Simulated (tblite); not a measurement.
Compound: C2H12N2OSi3.
Z-matrix (Å and degrees, GFN2-xTB geometry), rows numbered from 1:
```
N 
Si  1  1.7174
C   2  1.9105  1  120.34
C   3  1.5356  2  106.90  1  -140.35
Si  4  1.8999  3  106.31  2    31.40
N   5  1.7220  4  113.71  3  -138.63
Si  6  1.7252  5  126.39  4   -71.65
O   5  1.6331  4  100.13  3   -24.97
H   1  1.0044  2  118.98  3   -66.07
H   1  1.0066  2  118.81  3    74.06
H   2  1.4587  1  108.10  3   133.24
H   3  1.0905  2  114.58  1    96.47
H   3  1.0934  2  109.30  1   -22.70
H   4  1.0898  3  111.03  2   156.74
H   4  1.0919  3  109.19  2   -86.01
H   5  1.4661  4  114.27  3    88.68
H   6  1.0063  5  114.09  4   128.50
H   7  1.4631  6  105.80  5   172.54
H   7  1.4621  6  107.21  5    52.22
H   7  1.4684  6  111.67  5   -67.22
```

Calculated harmonic vibrations of the isolated species, GFN2-xTB (tblite), most abundant isotopes, no scaling. Against measured fundamentals such values can be off by several per cent, at times by over 20. Modes of hydrogen on silicon can be 10 to 20 % off. One conformer, not necessarily the lowest.

Harmonic wavenumbers (cm⁻¹): 32.5, 53.4, 77.0, 111.7, 118.3, 154.2, 178.2, 209.8, 241.2, 285.2, 308.8, 343.1, 392.8, 460.8, 567.5, 582.3, 605.6, 615.4, 670.5, 673.1, 695.6, 704.6, 745.0, 751.5, 756.8, 787.1, 799.5, 807.3, 829.1, 842.7, 921.2, 944.6, 997.4, 1043.9, 1054.0, 1137.5, 1181.1, 1259.4, 1281.1, 1480.7, 1496.2, 1506.8, 2200.5, 2228.5, 2252.7, 2262.0, 2290.1, 2945.4, 2965.0, 2979.3, 2989.8, 3486.0, 3486.8, 3539.1.

A = 3190, B = 591.4, C = 535.1 MHz; mass 164.026 u (most abundant isotopes); point group C1, symmetry number 1.

What is the zero-point energy?

½Σν̃ = 31165 cm⁻¹ = 372.82 kJ/mol.

What is S at 273.15 K and 1 bar for an ideal gas of classical rigid rotors and harmonic oscillators?

Translation 170.64, rotation 125.03, vibration 156.71: S = 452.4 J/(mol K).

And Cp and H(273.15 K) − H(0)?

Cp = 191.44 J/(mol K), of which vibrations give 158.18 (their classical limit is 54 R = 449.0); H(273.15 K) − H(0) = 31.27 kJ/mol without the zero-point energy, 22.19 from vibrations.

What must be added to the electronic energy to get the Gibbs energy at 273.15 K and 1 bar?

ZPE + [H(273.15 K) − H(0)] − T·S = 372.82 + 31.27 − 123.57 = 280.52 kJ/mol.

How do the functions run with temperature in this model?

```csv
T (K),S (J/(mol K)),Cp (J/(mol K)),H − H(0) (kJ/mol),G − H(0) (kJ/mol),ln q(vib)
50,260.9,65.3,2.35,-10.69,0.95
100,316.1,96.1,6.42,-25.19,2.75
298.15,469.7,204.4,36.22,-103.82,9.97
373.15,519.4,239.1,52.89,-140.94,12.62
500,596.1,284.3,86.24,-211.79,16.96
750,723.4,342.7,165.24,-377.30,24.90
1000,827.4,380.0,255.89,-571.55,31.99
```

q(vib) and H(0) count from the zero-point level.

Blend soft modes into free rotors: weight 1/[1 + (100 cm⁻¹/ν̃)⁴] for the oscillator and the rest for a rotor with moment μB/(μ + B), μ = h/(8π²ν), B = 10⁻⁴⁴ kg m². What vibrational entropy results?

142.22 J/(mol K) in place of 156.71, which changes −T·S at 273.15 K by +3.96 kJ/mol.

Hindered rotation and anharmonicity are outside this model. Other conformers, if any are populated, would add a mixing term that is left out. The structure is chiral; the term R ln 2 for an equal mix with its mirror image is left out.

Time: 1.1 s of wall time. Hardware: an Arm Neoverse V1 with one thread, shared host with 32 logical CPUs at a one-minute load of 34. This covers the Hessian and the dipole derivatives.
